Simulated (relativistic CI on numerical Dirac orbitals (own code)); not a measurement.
Method of calculation: Dirac-Coulomb-Breit CI, separate exchange-only KLI orbitals for each configuration, a model potential for QED, unscaled Slater integrals (own radial code, finite nucleus).

Configurations in the expansion (outside the closed core 1s2): 2s2 2p, 2s 2p2, 2p3, 2p2 3s, 2p2 3p, 2p2 3d, 2s2 3s, 2s2 3p, 2s2 3d, 2s 2p 3s, 2s 2p 3p, 2s 2p 3d, 2s2 4s, 2s2 4p, 2s2 4d, 2s2 4f, 2s 2p 4s, 2s 2p 4p, 2s 2p 4d, 2s 2p 4f, 2s2 5s, 2s2 5p, 2s2 5d, 2s2 5f, 2s2 5g, 2s 3s2, 2s 3s 3p, 2s 3s 3d, 2s 3p2, 2s 3p 3d, 2s 2p 5s, 2s 2p 5p, 2p 3s2, 2s 2p 5d, 2s 2p 5f, 2s 2p 5g. Levels of other configurations are missing.

At this charge energies of transitions that change n are usually good to better than 1 %, and those within a shell (Δn = 0) to a few per cent.

Outline of the computed level scheme of Nb XXXVII. Lowest level of each configuration: 2s2 2p 2P°_1/2 at 0.00 eV; 2s 2p2 4P_1/2 at 106.86 eV; 2p3 4S°_3/2 at 367.07 eV; 2s2 3s 2S_1/2 at 2804.57 eV; 2s2 3p 2P°_1/2 at 2844.15 eV; 2s 2p 3s 4P°_1/2 at 2881.87 eV; 2s2 3d 2D_3/2 at 2908.63 eV; 2s 2p 3p 4D_1/2 at 2915.63 eV; 2s 2p 3d 4F°_3/2 at 2977.75 eV.

Some strong electric-dipole decays among the lowest 44 levels: 2s 2p 3d 4D°_1/2 → 2s 2p2 4P_1/2 (2.0e+14 s⁻¹); 2s2 3d 2D_5/2 → 2s2 2p 2P°_3/2 (1.4e+14 s⁻¹); 2s2 3d 2D_3/2 → 2s2 2p 2P°_1/2 (1.3e+14 s⁻¹); 2s 2p 3d 4D°_3/2 → 2s 2p2 4P_1/2 (1.3e+14 s⁻¹); 2s 2p 3d 4F°_7/2 → 2s 2p2 4P_5/2 (1.1e+14 s⁻¹); 2s 2p 3d 2F°_5/2 → 2s 2p2 2D_3/2 (9.7e+13 s⁻¹); 2s 2p 3d 2D°_3/2 → 2s 2p2 2P_1/2 (8.9e+13 s⁻¹); 2s 2p 3d 4P°_5/2 → 2s 2p2 4P_3/2 (6.2e+13 s⁻¹).

LS names give the leading component of a level, which can be under half, so a name can repeat, a term be missing and a line seem to break the LS rules.
